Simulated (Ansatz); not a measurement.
System: sum formula NbOCl (charge 0, triplet). The spin state was set by rule; other spins were not relaxed. 
Geometry from a B3LYP-D3(BJ)/def2-TZVP (Ansatz, a first-principles code) optimisation:
```
Nb
O 1 1.6928
Cl 1 2.3272 2 116.16
```
Charge 0, spin multiplicity 3.

Quantity: vertical singlet-triplet gap (E(singlet) - E(triplet); the singlet is one closed-shell determinant, which may describe it poorly; each state is the SCF solution reached for its spin; for the singlet the Hartree-Fock reference is unstable and T1 is 0.075), in kJ/mol. Cores are frozen in the correlated levels unless marked. UHF or UKS for open shells. Spin-orbit coupling is left out. Frozen are the shells of the preceding noble gas and the d and f shells that filled before the atom's block. In def2 rows, elements after Kr have scalar-relativistic effective core potentials. CBS(X,Y): correlation extrapolated as X^-3; Hartree-Fock from the larger set. [CCSD(T)-MP2]/basis is that difference in the basis named.

```
level                                                          program  vertical singlet-triplet gap (kJ/mol)
-------------------------------------------------------------  -------  -------------------------------------
SVWN5/def2-TZVPD                                                Ansatz                                   68.6
r2SCAN/def2-TZVPD                                               Ansatz                                  101.4
CAM-B3LYP/def2-TZVPD                                            Ansatz                                   80.9
B2PLYP/def2-TZVPD                                               Ansatz                                   80.8
RI-MP2/def2-QZVPPD                                              Ansatz                                   82.5
RI-MP2/CBS(def2-TZVPPD,def2-QZVPPD)                             Ansatz                                   80.3
SCS-MP2/def2-SVPD                                               Ansatz                                   72.9
SCS-MP2/def2-TZVPPD                                             Ansatz                                   57.3
CCSD/def2-TZVPPD                                                Ansatz                                   81.1
RI-MP2/CBS(def2-TZVPPD,def2-QZVPPD)+[CCSD(T)-MP2]/def2-TZVPPD   Ansatz                                   65.9
```
